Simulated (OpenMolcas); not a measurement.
OpenMolcas run: Ge

Input:

```
&GATEWAY
Coord
1

Ge 0.0 0.0 0.0
Basis=ANO-RCC-VQZP
Group=XYZ
NoMove
AngMom=0.0 0.0 0.0
AMFI
RX2C
&SEWARD
* reference wave functions (RASSCF and RASSI steps not shown): 4 electrons in 4 orbitals (4s 4p)
>>> COPY JOB001 $Project.JobIph
&CASPT2
XMultistate=3 1 2 3
Frozen=3 6
IPEA=0.15
MaxIter=60
WThr=0.0 0.3 0.05
PrWF=0.5
NoMix
>>> COPY JOB002 $Project.JobIph
&CASPT2
XMultistate=6 1 2 3 4 5 6
Frozen=3 6
IPEA=0.15
MaxIter=60
WThr=0.0 0.3 0.05
PrWF=0.5
NoMix
>>> COPY JOB003 $Project.JobIph
&CASPT2
Multistate=1 1
Frozen=3 6
IPEA=0.15
MaxIter=60
WThr=0.0 0.3 0.05
PrWF=0.5
NoMix
```

Launched by
```bash
OMP_NUM_THREADS=1 MOLCAS_MEM=2252 MOLCAS_PROJECT=a pymolcas a.inp > a.log  # once for each step of the input, in one work folder
```

Output, cut to the results:

```
--- CASPT2 ---
Orbital specifications:
      -----------------------

      Symmetry species                           1   2
                                                ag  au
      Frozen orbitals                            3   6
      Inactive orbitals                          5   0
      Active orbitals                            1   3
      Secondary orbitals                        27  23
      Deleted orbitals                           0   0
      Number of basis functions                 36  32
Type of calculation                        XMS-CASPT2
      Fock operator                              state-average
      IPEA shift                                 0.15
      Real shift                                 0.00
      Imaginary shift                            0.00
      The input orbitals will be transformed to quasi-canonical
      The input states will be rotated to diagonalize the Fock operator
Reference energy:       -2097.0732500135
      E2 (Non-variational):      -0.4963722174
      E2 (Variational):          -0.4963722056
      Total energy:           -2097.5696222191
      Residual norm:              0.0000001999
      Reference weight:           0.93080
      Contributions to the CASPT2 correlation energy
      Active & Virtual Only:         -0.0498608840
      One Inactive Excited:          -0.0704044558
      Two Inactive Excited:          -0.3761068775
Reference energy:       -2097.0732500135
      E2 (Non-variational):      -0.4965598556
      E2 (Variational):          -0.4965598434
      Total energy:           -2097.5698098569
      Residual norm:              0.0000002066
      Reference weight:           0.93051
      Contributions to the CASPT2 correlation energy
      Active & Virtual Only:         -0.0500461723
      One Inactive Excited:          -0.0704076200
      Two Inactive Excited:          -0.3761060632
::    XMS-CASPT2 Root  1     Total energy:  -2097.56981833
::    XMS-CASPT2 Root  2     Total energy:  -2097.56965876
::    XMS-CASPT2 Root  3     Total energy:  -2097.56960629
--- CASPT2 ---
Orbital specifications:
      -----------------------

      Symmetry species                           1   2
                                                ag  au
      Frozen orbitals                            3   6
      Inactive orbitals                          5   0
      Active orbitals                            1   3
      Secondary orbitals                        27  23
      Deleted orbitals                           0   0
      Number of basis functions                 36  32
Type of calculation                        XMS-CASPT2
      Fock operator                              state-average
      IPEA shift                                 0.15
      Real shift                                 0.00
      Imaginary shift                            0.00
      The input orbitals will be transformed to quasi-canonical
      The input states will be rotated to diagonalize the Fock operator
Reference energy:       -2097.0336545291
      E2 (Non-variational):      -0.5056135296
      E2 (Variational):          -0.5056135146
      Total energy:           -2097.5392680437
      Residual norm:              0.0000002397
      Reference weight:           0.92238
      Contributions to the CASPT2 correlation energy
      Active & Virtual Only:         -0.0588831106
      One Inactive Excited:          -0.0706237077
      Two Inactive Excited:          -0.3761067114
Reference energy:       -2097.0336545291
      E2 (Non-variational):      -0.5052907529
      E2 (Variational):          -0.5052907388
      Total energy:           -2097.5389452679
      Residual norm:              0.0000002236
      Reference weight:           0.92283
      Contributions to the CASPT2 correlation energy
      Active & Virtual Only:         -0.0585538637
      One Inactive Excited:          -0.0706295815
      Two Inactive Excited:          -0.3761073077
::    XMS-CASPT2 Root  1     Total energy:  -2097.53965001
::    XMS-CASPT2 Root  2     Total energy:  -2097.53949376
::    XMS-CASPT2 Root  3     Total energy:  -2097.53941416
::    XMS-CASPT2 Root  4     Total energy:  -2097.53860491
::    XMS-CASPT2 Root  5     Total energy:  -2097.53827053
::    XMS-CASPT2 Root  6     Total energy:  -2097.49601520
--- CASPT2 ---
Orbital specifications:
      -----------------------

      Symmetry species                           1   2
                                                ag  au
      Frozen orbitals                            3   6
      Inactive orbitals                          5   0
      Active orbitals                            1   3
      Secondary orbitals                        27  23
      Deleted orbitals                           0   0
      Number of basis functions                 36  32
Type of calculation                        SS-CASPT2
      Fock operator                              state-specific
      IPEA shift                                 0.15
      Real shift                                 0.00
      Imaginary shift                            0.00
      The input orbitals will be transformed to quasi-canonical
Reference energy:       -2096.9380771951
      E2 (Non-variational):      -0.4524688524
      E2 (Variational):          -0.4524688440
      Total energy:           -2097.3905460391
      Residual norm:              0.0000003690
      Reference weight:           0.94934
      Contributions to the CASPT2 correlation energy
      Active & Virtual Only:         -0.0200142529
      One Inactive Excited:          -0.0575321669
      Two Inactive Excited:          -0.3749224326
::    CASPT2 Root  1     Total energy:  -2097.39054604
```

In XMS-CASPT2 the single-state energies belong to rotated reference states; over a whole degenerate manifold the rotation is arbitrary, and only the multistate roots count.

Levels above the lowest, from the spin-orbit matrix with the multistate effective Hamiltonian, averaged by term, added to it:

```
Configuration  Term  J  E (cm-1)  Measured (cm-1)  Term weight %
      4s2 4p2    3P  0       0.0              0.0            100
      4s2 4p2    3P  1       487              557            100
      4s2 4p2    3P  2      1247             1410             99
      4s2 4p2    1D  2      7660             7125             99
      4s2 4p2    1S  0     17140            16367            100
       4s 4p3   5S*  2     40210            41927            100
```

Against the 5 measured excited levels shown (NIST Handbook of Basic Atomic Spectroscopic Data) the mean absolute deviation is 650 cm-1; the largest miss in energy is 4s 4p3 5S* 2: computed 40210, measured 41927 cm-1 (-4.1 %), and the largest in proportion 4s2 4p2 3P1 (-12.6 %).

CASPT2 breaks the degeneracy within a term, and the mean is taken; among the terms shown or strongly mixed into the levels shown the widest spread is 300 cm-1 (4s2 4p2 1D). Terms from blocks run as CI alone lack orbitals of their own. Terms of s pⁿ other than that of highest spin mix with s² pⁿ⁻² d, which this space lacks; all of them can be thousands of cm-1 off, and some have no real level of that name. Computed and measured levels are paired by configuration, term and J; levels that our copy of the source lacks, or whose pairing is in doubt (as where it misses far off the trend of its configuration), stay unpaired and out of the deviations. Levels of configurations outside the active space are missing. The first state left out of the spin-orbit step lies near 61000 cm-1 above the lowest spin-free state of the reference (among the parities and spins computed), and the list stops at four fifths of that energy or lower.

The CASPT2 steps took 3.1 s on 1 thread of Arm Neoverse N1, on a shared host; the integral step is not counted.

The term weight is that of the spin-free term in the level, not the purity of its configuration. * marks odd parity.
